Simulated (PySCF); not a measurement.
Input for PySCF: D3(BJ) and D4 dispersion corrections on GeH4 (SMILES [GeH4]).

```python
from pyscf import gto
from pyscf.dispersion import dftd3, dftd4

mol = gto.M(
    atom='''
    Ge    0.00001939    0.00000021    0.00000084
    H    -0.49439683   -1.38227287   -0.45129355
    H     0.47304017    0.79903421   -1.22335053
    H     1.16757479   -0.16981464    0.98324568
    H    -1.14613751    0.75305309    0.69139756
    ''',
    basis='def2-svp',
    charge=0, spin=0, verbose=0, max_memory=1800)
d3, d4 = {}, {}
for xc in ['hf', 'pbe', 'blyp', 'revpbe', 'tpss', 'r2scan', 'b3lyp', 'pbe0', 'bhlyp', 'camb3lyp', 'b2plyp']:
    d3[xc] = float(dftd3.DFTD3Dispersion(mol, xc=xc, version='d3bj', atm=False).get_dispersion()['energy'])
    print(f'D3(BJ) {xc:10s} {d3[xc]:14.8f} Eh')
for xc in ['hf', 'pbe', 'blyp', 'revpbe', 'tpss', 'r2scan', 'b3lyp', 'pbe0', 'bhlyp', 'camb3lyp', 'b2plyp']:
    d4[xc] = float(dftd4.DFTD4Dispersion(mol, xc={'camb3lyp': 'cam-b3lyp'}.get(xc, xc), atm=True).get_dispersion()['energy'])
    print(f'D4     {xc:10s} {d4[xc]:14.8f} Eh')
```

Output:

```
D3(BJ) hf            -0.01826369 Eh
D3(BJ) pbe           -0.00176421 Eh
D3(BJ) blyp          -0.00388629 Eh
D3(BJ) revpbe        -0.00458812 Eh
D3(BJ) tpss          -0.00220699 Eh
D3(BJ) r2scan        -0.00043832 Eh
D3(BJ) b3lyp         -0.00318123 Eh
D3(BJ) pbe0          -0.00149541 Eh
D3(BJ) bhlyp         -0.00255749 Eh
D3(BJ) camb3lyp      -0.00132930 Eh
D3(BJ) b2plyp        -0.00147859 Eh
D4     hf            -0.00633968 Eh
D4     pbe           -0.00157957 Eh
D4     blyp          -0.00363025 Eh
D4     revpbe        -0.00539823 Eh
D4     tpss          -0.00214020 Eh
D4     r2scan        -0.00035205 Eh
D4     b3lyp         -0.00257133 Eh
D4     pbe0          -0.00129559 Eh
D4     bhlyp         -0.00185841 Eh
D4     camb3lyp      -0.00128973 Eh
D4     b2plyp        -0.00108139 Eh
```

The run finished.

Cost: roughly 0.010 core-seconds.
